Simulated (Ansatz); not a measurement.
A CCSD(T) single point on CH$_{5}$NO$_{3}$W, SMILES `C[N]=[W](=[O])([OH])[OH]`.

```yaml
crystal:
  periodic: [false, false, false]
  atoms:
    - {symbol: C, position_ang: [0.363716, -1.726156, -0.791131]}
    - {symbol: N, position_ang: [0.086792, -0.393082, -0.387857]}
    - {symbol: W, position_ang: [-0.190434, 0.866444, 0.790531]}
    - {symbol: O, position_ang: [-0.085858, 0.191766, 2.358698]}
    - {symbol: O, position_ang: [1.144337, 2.197336, 0.583016]}
    - {symbol: O, position_ang: [-1.927367, 1.578454, 0.521731]}
    - {symbol: H, position_ang: [1.283568, -1.759934, -1.384006]}
    - {symbol: H, position_ang: [-0.446683, -2.108562, -1.420248]}
    - {symbol: H, position_ang: [0.480279, -2.393999, 0.069442]}
    - {symbol: H, position_ang: [1.787310, 2.205378, -0.127411]}
    - {symbol: H, position_ang: [-2.495671, 1.342364, -0.212774]}
basis:
  gaussian: {orbitals: def2-TZVPP}
correlation: {method: ccsd_t}
output: {orbitals: {seedname: orbitals}}
```

```sh
$ ansatz run in.yaml --threads 4 --pin off --events-out ev --progress --plain --max-ram 11315MiB
```

The program prints (abridged):

```
Functional definition: HF
1775 factors; integrals over basis functions are off by at most 8.6e-4 eV
mean field evaluation 1: about -10504.1225 eV, gradient 8.3e1 eV
mean field evaluation 2: about -10504.4524 eV, gradient 8.3e1 eV
mean field evaluation 4: about -10516.2949 eV, gradient 1.3e1 eV
mean field evaluation 8: about -10516.6797 eV, gradient 1.3e0 eV
mean field evaluation 16: about -10516.6855 eV, gradient 1.5e-6 eV
mean field -10516.68552504 eV, -386.4810645797 hartree, gradient 1.6e-6 eV, S^2 0.000000; 0 other end points of the search recorded, 0 dependent functions left out
5 core orbitals not correlated: weight in the atoms' cores, before any rotation towards them, 1.000 or more for the frozen orbitals, at most 0.000 for the correlated occupied ones
reference -10516.68552504 eV, -386.4810645797 hartree; 23, 23 occupied and 253, 253 virtual orbitals, 1775 factors
second order -44.15618545 eV of doubles, -0.00000000 eV of singles
cycle   1  -40.49231343 eV  change     3.7e0 eV  update   2.8e-1
cycle   2  -42.31207954 eV  change    -1.8e0 eV  update   1.8e-1
cycle   3  -42.72364213 eV  change   -4.1e-1 eV  update   4.1e-2
cycle   4  -42.75464965 eV  change   -3.1e-2 eV  update   1.8e-2
cycle   5  -42.72886677 eV  change    2.6e-2 eV  update   5.4e-3
cycle   6  -42.72810635 eV  change    7.6e-4 eV  update   2.3e-3
cycle   7  -42.72939883 eV  change   -1.3e-3 eV  update   8.5e-4
cycle   8  -42.72860118 eV  change    8.0e-4 eV  update   5.1e-4
cycle   9  -42.72851838 eV  change    8.3e-5 eV  update   1.9e-4
cycle  10  -42.72884664 eV  change   -3.3e-4 eV  update   1.2e-4
cycle  11  -42.72867242 eV  change    1.7e-4 eV  update   4.9e-5
cycle  12  -42.72857598 eV  change    9.6e-5 eV  update   2.8e-5
cycle  13  -42.72865624 eV  change   -8.0e-5 eV  update   8.3e-6
cycle  14  -42.72863375 eV  change    2.2e-5 eV  update   3.8e-6
perturbative correction -2.27328004 eV, -0.0835415005 hartree
Total energy: -10561.68743883 eV, -388.1348544080 hartree
```

Hardware: 4 threads of an Arm Neoverse V2 on a shared host. Wall time 13 min, peak host memory 9.5 GiB.

Correlation energy per correlated electron: -0.978 eV. T1 diagnostic: 0.0205.
